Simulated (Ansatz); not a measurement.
One geometry of the cluster TaS2, several levels of theory.

```yaml
crystal:
  periodic: [false, false, false]
  atoms:
    - {symbol: Ta, position_ang: [-0.421460, 0.733145, -0.039981]}
    - {symbol: S, position_ang: [-1.295928, -1.237015, -0.058990]}
    - {symbol: S, position_ang: [1.717398, 0.503870, 0.098971]}
basis:
  gaussian: {orbitals: def2-TZVP, initial_orbitals: start.molden}
magnetization: {spin_polarized: true, initial_magnetization: 1}
hamiltonian: {xc: {text: "exchange = 0.90*pbe_x + 0.10*exact_x\ncorrelation = pbe_c"}}
scf: {omitted_lower_state_checks: [starts]}
output: {orbitals: {seedname: orbitals}}
```

The file start.molden holds the orbitals of an earlier run on this structure, at another level or in another basis.

```sh
$ ansatz run in.yaml --threads 4 --pin off --events-out ev --progress --plain --max-ram 3916MiB
```

It prints (some lines left out):

```
Functional definition: unnamed
  exchange = 0.90*pbe_x + 0.10*exact_x
  correlation = pbe_c
these checks for a lower state are left out or cut short: starts
859 factors; their error is unknown
mean field evaluation 1: about -23215.9479 eV, gradient 4.7e0 eV
mean field evaluation 2: about -23215.9840 eV, gradient 6.3e-2 eV
mean field evaluation 4: about -23215.9907 eV, gradient 8.5e-4 eV
mean field evaluation 8: about -23215.9907 eV, gradient 2.5e-5 eV
mean field -23215.99067445 eV, -853.1719209224 hartree, gradient 2.5e-5 eV, S^2 0.767966; 0 other end points of the search recorded, 0 dependent functions left out
reference -23215.99070665 eV, -853.1719221056 hartree; 23, 22 occupied and 91, 92 virtual orbitals, 859 factors
Total energy: -23215.99070665 eV, -853.1719221056 hartree
Checks for a lower state left out: starts
```

Hardware: 4 threads of Arm Neoverse V2 on a shared host. Wall time 1.7 s.

The first input with `hamiltonian: {xc: {name: r2SCAN0}, dispersion: d4}` (abridged; 4.2 s):

```
Functional definition: r2SCAN0
mean field -23221.54113231 eV, -853.3758964864 hartree, gradient 4.1e-5 eV, S^2 0.775454
Total energy: -23221.56990013 eV, -853.3769536844 hartree
Checks for a lower state left out: starts
```

First input, but with `hamiltonian: {xc: {text: "exchange = 0.50*pbe_x + 0.50*exact_x\ncorrelation = pbe_c"}}` (abridged; 2.2 s):

```
Functional definition: unnamed
mean field -23216.43794149 eV, -853.1883576828 hartree, gradient 1.8e-5 eV, S^2 0.781114
Total energy: -23216.43795874 eV, -853.1883583168 hartree
Checks for a lower state left out: starts
```

First input, but with `hamiltonian: {xc: r2scan, dispersion: d4}` (abridged; 3.9 s):

```
Functional definition: r2SCAN
mean field -23223.47651115 eV, -853.4470203471 hartree, gradient 2.9e-5 eV, S^2 0.769797
Total energy: -23223.49811381 eV, -853.4478142300 hartree
Checks for a lower state left out: starts
```

As the first input, with `hamiltonian: {xc: lda}` (abridged; 0.65 s):

```
Functional definition: SPW92
mean field -23146.93566103 eV, -850.6341959863 hartree, gradient 7.0e-5 eV, S^2 0.761526
Total energy: -23146.93569222 eV, -850.6341971327 hartree
Checks for a lower state left out: starts
```

As the first input, with `hamiltonian: {xc: {name: B2PLYP}}` and without the key `output` (abridged; 3.4 s):

```
Functional definition: B2PLYP
mean field -23207.46439294 eV, -852.8585858562 hartree, gradient 3.5e-6 eV, S^2 0.774276
10 core orbitals not correlated: weight in the atoms' cores, before any rotation towards them, 1.000 or more for the frozen orbitals, at most 0.000 for the correlated occupied ones
second order -23.49716656 eV of doubles, -0.00000000 eV of singles
Total energy: -23213.80875522 eV, -853.0917368696 hartree
Checks for a lower state left out: starts
```

The first input with `gaussian: {orbitals: def2-TZVPP, initial_orbitals: start.molden}`, `correlation: {method: ccsd_t}`, `scf: {omitted_lower_state_checks: [starts, cluster_reference]}` and without the key `hamiltonian` (abridged; 10 s):

```
Functional definition: HF
mean field -23170.86221265 eV, -851.5134805405 hartree, gradient 2.1e-6 eV, S^2 0.903261
10 core orbitals not correlated: weight in the atoms' cores, before any rotation towards them, 1.000 or more for the frozen orbitals, at most 0.000 for the correlated occupied ones
second order -19.70050118 eV of doubles, -0.00000000 eV of singles
cycle   1  -18.38957399 eV  change     1.3e0 eV  update   2.4e-1
cycle   2  -19.28492255 eV  change   -9.0e-1 eV  update   1.4e-1
cycle   3  -19.52991441 eV  change   -2.4e-1 eV  update   5.3e-2
cycle   4  -19.56025255 eV  change   -3.0e-2 eV  update   2.8e-2
cycle   5  -19.55894101 eV  change    1.3e-3 eV  update   1.3e-2
cycle   6  -19.56474960 eV  change   -5.8e-3 eV  update   7.1e-3
cycle   7  -19.57071936 eV  change   -6.0e-3 eV  update   4.6e-3
cycle   8  -19.57355453 eV  change   -2.8e-3 eV  update   2.8e-3
cycle   9  -19.57534016 eV  change   -1.8e-3 eV  update   1.8e-3
cycle  10  -19.57488903 eV  change    4.5e-4 eV  update   1.1e-3
cycle  11  -19.57393472 eV  change    9.5e-4 eV  update   6.5e-4
cycle  12  -19.57477863 eV  change   -8.4e-4 eV  update   3.5e-4
cycle  13  -19.57437526 eV  change    4.0e-4 eV  update   2.1e-4
cycle  14  -19.57465758 eV  change   -2.8e-4 eV  update   1.1e-4
cycle  15  -19.57459146 eV  change    6.6e-5 eV  update   4.8e-5
cycle  16  -19.57453373 eV  change    5.8e-5 eV  update   2.4e-5
cycle  17  -19.57453829 eV  change   -4.6e-6 eV  update   1.4e-5
perturbative correction -1.37904447 eV, -0.0506789494 hartree
Total energy: -23191.81579540 eV, -852.2835105038 hartree
Checks for a lower state left out: starts, cluster_reference
```

Geometry: r2SCAN-D4/def2-TZVP.

In the def2 sets Ta takes a core potential; there is no spin–orbit coupling. Correlated methods freeze 10 core orbitals; core or outer-core shells of Ta are correlated, in sets that lack core-valence functions. At CCSD(T)/def2-TZVPP the charge 0 doublet is spin-contaminated (final ⟨S²⟩ up to 0.90, 0.75 for a pure state). The structure comes from a short search, and lower isomers may exist.
